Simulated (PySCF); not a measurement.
# One molecule, several mistakes: C2ClH5Si

These are calculations, not measurements. The program is PySCF 2.14.0, an open-source quantum chemistry code, run on an isolated molecule that a program drew, which may never have been made. The molecule is C2ClH5Si (charge 0, singlet), drawn as the SMILES string `C=[Si](C)Cl`.

Each row is a Hartree-Fock (HF) and frozen-core CCSD(T) single point in the cc-pV(D+d)Z basis, meant for a local HF minimum. Run 1 is clean. Each other run has one planted mistake out of seven kinds, and not every kind appears here: one electron removed, one electron added, multiplicity raised by two, geometry at a saddle point, minimal basis STO-3G, one bond length entered in bohr, all coordinates scaled. The reference is restricted for singlets and unrestricted otherwise, and also for a bond in bohr. Adding or removing an electron swaps singlet and doublet. Electrons count all cores. HOMO and LUMO are orbital energies over both spins, the gradient is its largest component, and the lowest frequency (negative if imaginary) is given only where the gradient is small. Bond lengths are over the 8 bonds as drawn. T1 is the CCSD diagnostic: over 0.02 (restricted) or 0.045 (unrestricted) a single reference is doubtful.

Geometry of the clean run:
```xyz
9
C2ClH5Si, angstrom
C    -0.1863    0.9621    1.4653
Si    0.0432    1.2735   -0.1701
C     0.6063    0.0974   -1.4929
Cl   -0.2988    3.1387   -0.9633
H    -0.5194    1.7140    2.1694
H    -0.0015   -0.0276    1.8685
H     1.5293    0.4541   -1.9548
H     0.7838   -0.8880   -1.0583
H    -0.1506    0.0102   -2.2752
```

| run | electrons | basis functions | <S^2> | HOMO (eV) | LUMO (eV) | gradient (hartree/bohr) | lowest frequency (cm^-1) | mean bond (Å) | longest bond (Å) | T1 | HF (hartree) | CCSD(T) (hartree) | mistake |
|---|---|---|---|---|---|---|---|---|---|---|---|---|---|
| 1 | 48 | 99 | 0.000 | -8.47 | 3.19 | 7.2e-06 | 150 | 1.3795 | 2.056 | 0.0115 | -827.09777 | -827.67936 | no fault |
| 2 | 47 | 99 | 0.756 | -17.54 | -6.04 | 1.0e-01 | - | 1.3795 | 2.056 | 0.0138 | -826.84084 | -827.37839 | one electron removed |
| 3 | 48 | 99 | 2.029 | -5.20 | 0.92 | 1.2e-01 | - | 1.3795 | 2.056 | 0.0114 | -827.00302 | -827.55193 | multiplicity raised by two |
| 4 | 48 | 99 | 1.256 | -8.07 | -0.78 | 2.7e-02 | - | 1.6081 | 3.884 | 0.0427 | -826.97398 | -827.52506 | one bond length entered in bohr |
| 5 | 48 | 33 | 0.000 | -6.36 | 6.98 | 4.2e-02 | - | 1.3795 | 2.056 | 0.0114 | -817.88375 | -818.10233 | ? |
| 6 | 49 | 99 | 0.782 | 1.57 | 8.60 | 6.2e-02 | - | 1.3795 | 2.056 | 0.0274 | -827.00925 | -827.60046 | ? |

**Which mistake was planted in run 5, and what did it cost?**

It has 33 basis functions where the clean run has 99, with the same electrons and geometry. So the mistake is: minimal basis STO-3G. Subtracting run 1 and multiplying by 627.51 kcal/mol a hartree, the energy moved by 5781.9 kcal/mol in HF and 6009.7 kcal/mol in CCSD(T).

**Which mistake was planted in run 6, and what did it cost?**

It counts 49 electrons, one more than the clean run, at the same geometry and basis. So the mistake is: one electron added. Subtracting run 1 and multiplying by 627.51 kcal/mol a hartree, the energy moved by 55.5 kcal/mol in HF and 49.5 kcal/mol in CCSD(T).

Cautions from the logs. Run 6: the HOMO is above zero, so the electron isn't bound and the energy depends on the basis.
